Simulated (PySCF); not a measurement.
One of the candidates below gave these computed data.

All candidates are C7H8O2P2.

* NMR, other nuclei: isotropic shieldings of nuclei other than C and H, by class: -297 (1 O), 206 (1 O), -7 (1 P), 19 (1 P) ppm [GIAO PBE0/pcSseg-1]
* Dipole: 5.11 D [PBE0/pcSseg-1]
* Rotational structure: rotational constants A, B, C: 1.064, 0.825, 0.467 GHz [GFN2-xTB]
* 1H NMR: chemical shifts (computed TMS as zero) by class: 10.49 (1 H), 8.24 (1 H), 4.14 (3 H), 2.79 (3 H) ppm [GIAO PBE0/pcSseg-1]
* 13C NMR: chemical shifts (computed TMS as zero) by class: 202.8 (1 C), 190.0 (1 C), 168.0 (1 C), 159.5 (1 C), 139.1 (1 C), 53.6 (1 C), 36.1 (1 C) ppm [GIAO PBE0/pcSseg-1]

The electronic properties come from PySCF, for the isolated species, density fitting. Levels stand in brackets. One conformer (not necessarily the lowest) at the GFN2-xTB geometry, without solvent, vibrations or thermal averaging. GFN2-xTB frequencies show an imaginary mode (23i cm⁻¹), so this geometry is no minimum at that level. NMR classes are plain means over equivalent atoms (diastereotopic ones count apart unless rotation or inversion swaps them), as if these changed places fast.

**Question.** Which candidate is it?
A. `COC(=O)c1ccpc(C)p1`
B. `COC(=O)c1pcc(C)cp1`
C. `COc1cpcpc1C(C)=O`
D. `COC(=O)c1cpcpc1C`
E. `COC(=O)c1pccc(C)p1`

**Answer.** C. It is `COc1cpcpc1C(C)=O`. Numbering: `[CH3:1][O:2][c:3]1[cH:4][p:5][cH:6][p:7][c:8]1[C:9]([CH3:10])=[O:11]`. 7 carbons fall into 7 classes; from least to most shielded: ketone carbonyl carbon [C9] (202.8 ppm), aromatic CH carbon [C6] (190.0 ppm), aromatic carbon bearing oxygen [C3] (168.0 ppm), substituted aromatic carbon [C8] (159.5 ppm), aromatic CH carbon [C4] (139.1 ppm), methoxy carbon [C1] (53.6 ppm), methyl carbon next to a carbonyl [C10] (36.1 ppm). Hydrogen classes from least to most shielded: 1 H on an aromatic CH carbon, C6 (10.49 ppm), 1 H on an aromatic CH carbon, C4 (8.24 ppm), 3 H on a methoxy carbon, C1 (4.14 ppm, a mean of values up to 0.6 ppm apart in this geometry), 3 H on a methyl carbon next to a carbonyl, C10 (2.79 ppm). The other shieldings belong to: -297 ppm, ketone oxygen [O11]; 206 ppm, aryl ether oxygen [O2]; -7 ppm, phosphorus bonded to 2 C [P7]; 19 ppm, phosphorus bonded to 2 C [P5]. By its constants the optimised geometry is an asymmetric top.

The others, at the same levels:
- `COC(=O)c1ccpc(C)p1` fails: its computed 13C shifts are 222.0 (1 C), 174.0 (1 C), 163.6 (1 C), 163.5 (1 C), 138.3 (1 C), 52.5 (1 C), 31.6 (1 C) ppm, 1H shifts are 9.49 (1 H), 9.12 (1 H), 4.21 (3 H), 3.44 (3 H) ppm and rotational constant A is 1.731 GHz (against 1.064 GHz).
- `COC(=O)c1pccc(C)p1` fails: its computed 13C shifts are 199.8 (1 C), 180.6 (1 C), 175.2 (1 C), 165.5 (1 C), 140.6 (1 C), 53.6 (1 C), 29.7 (1 C) ppm, 1H shifts are 9.48 (1 H), 8.34 (1 H), 4.18 (3 H), 3.06 (3 H) ppm and rotational constant A is 1.453 GHz (against 1.064 GHz).
- `COC(=O)c1cpcpc1C` fails: its computed 13C shifts are 198.8 (1 C), 178.6 (1 C), 176.0 (1 C), 162.1 (1 C), 143.1 (1 C), 54.5 (1 C), 28.3 (1 C) ppm, 1H shifts are 10.94 (1 H), 9.39 (1 H), 4.16 (3 H), 3.20 (3 H) ppm and rotational constant A is 1.411 GHz (against 1.064 GHz).
- `COC(=O)c1pcc(C)cp1` fails: it has 6 carbon classes against 7; its computed 13C shifts are 193.6 (1 C), 175.2 (1 C), 165.2 (2 C), 148.7 (1 C), 53.5 (1 C), 31.2 (1 C) ppm, 1H shifts are 9.18 (2 H), 4.19 (3 H), 2.77 (3 H) ppm and rotational constant A is 1.919 GHz (against 1.064 GHz).

Each candidate is one conformer, not necessarily the lowest. The conformers computed, where there is a choice (atom-mapped SMILES and torsion angles):
- `[CH3:1][O:2][c:3]1[cH:4][p:5][cH:6][p:7][c:8]1[C:9]([CH3:10])=[O:11]`: C1–O2–C3–C4 -1°, P7–C8–C9–C10 179°
- `[CH3:1][O:2][C:3](=[O:4])[c:5]1[cH:6][cH:7][p:8][c:9]([CH3:10])[p:11]1`: C1–O2–C3–O4 1°, O2–C3–C5–C6 -179°
- `[CH3:1][O:2][C:3](=[O:4])[c:5]1[p:6][cH:7][cH:8][c:9]([CH3:10])[p:11]1`: C1–O2–C3–O4 1°, O2–C3–C5–P6 179°
- `[CH3:1][O:2][C:3](=[O:4])[c:5]1[cH:6][p:7][cH:8][p:9][c:10]1[CH3:11]`: C1–O2–C3–O4 0°, O2–C3–C5–C6 57°
- `[CH3:1][O:2][C:3](=[O:4])[c:5]1[p:6][cH:7][c:8]([CH3:9])[cH:10][p:11]1`: C1–O2–C3–O4 0°, O2–C3–C5–P6 179°
